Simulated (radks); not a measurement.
Pm0.625+, configuration [Kr] 4d10 4f5 5s(up 1, down 0.375) 5p6 6s2 (fractional occupations, a model configuration).

Method: scalar-relativistic Kohn-Sham, r2SCAN, spin-polarised, spherical densities, finite nucleus; open shells are filled with parallel spins first (spin-orbit coupling, left out, can overturn this in heavy ions); meta-GGA in the generalised Kohn-Sham scheme; Fermi nuclear charge, rms radius 4.962 fm; computed with a radial shooting solver on a logarithmic mesh with Libxc functionals.

Energy parts (Ry):
| part | energy |
|---|---|
| total | -20040.4637 |
| kinetic | 21373.9422 |
| electron-nucleus | -48697.2601 |
| Hartree | 7741.0582 |
| exchange-correlation | -458.2041 |

Orbitals (lengths in bohr, moments of r in powers of bohr; <r^-3> diverges for s and p1/2; r(90%) holds 90 % of the orbital's charge):
| orbital | occ. | eigenvalue (Ry) | r(90%) | <r^4> | <r^-3> |
|---|---|---|---|---|---|
| 1s up | 1 | -3314.499 | 0.0419 | 1.419e-06 | - |
| 1s down | 1 | -3314.494 | 0.0419 | 1.419e-06 | - |
| 2s up | 1 | -540.8081 | 0.153 | 0.0002297 | - |
| 2s down | 1 | -540.8078 | 0.153 | 0.0002297 | - |
| 2p up | 3 | -482.7717 | 0.142 | 0.0001699 | 9579 |
| 2p down | 3 | -482.7697 | 0.142 | 0.0001699 | 9579 |
| 3s up | 1 | -118.9248 | 0.382 | 0.009051 | - |
| 3s down | 1 | -118.7854 | 0.381 | 0.009021 | - |
| 3p up | 3 | -100.6007 | 0.387 | 0.009487 | 1972 |
| 3p down | 3 | -100.4605 | 0.387 | 0.009448 | 1976 |
| 3d up | 5 | -75.48264 | 0.369 | 0.007744 | 267.3 |
| 3d down | 5 | -75.37168 | 0.368 | 0.007696 | 267.9 |
| 4s up | 1 | -24.45709 | 0.852 | 0.2297 | - |
| 4s down | 1 | -24.08131 | 0.851 | 0.2289 | - |
| 4p up | 3 | -18.41812 | 0.914 | 0.3018 | 426.6 |
| 4p down | 3 | -18.03617 | 0.912 | 0.3005 | 426.8 |
| 4d up | 5 | -9.85817 | 1.04 | 0.4968 | 48.03 |
| 4d down | 5 | -9.46381 | 1.03 | 0.4978 | 48.09 |
| 4f up | 5 | -0.77976 | 1.72 | 5.010 | 5.719 |
| 5s up | 1 | -3.77678 | 2.04 | 7.570 | - |
| 5s down | 0.375 | -3.49896 | 2.10 | 8.468 | - |
| 5p up | 3 | -2.27834 | 2.40 | 14.42 | 61.06 |
| 5p down | 3 | -2.07349 | 2.48 | 16.75 | 54.80 |
| 6s up | 1 | -0.55165 | 5.61 | 424.8 | - |
| 6s down | 1 | -0.52217 | 5.85 | 503.0 | - |

The highest occupied level is 6s down at -7.105 eV. The electron density at the nucleus is 5.135e+05 e/bohr^3 (large components only). Summed over all electrons, <r^2> = 74.49 bohr^2, which gives a Langevin (diamagnetic) susceptibility term of -59 x 10^-6 cm^3/mol. The density falls to 0.001 e/bohr^3 at r = 5.15 bohr. The spin density at the nucleus is 142.9 e/bohr^3 (1s 0.8, 2s 0.2, 3s -9.6, 4s 0.1, 5s 149.2, 6s 2.3). Spin moment in Bohr magnetons: 5.625.

Empty levels of this run are not shown, since the potential may be unsettled where no density lies.
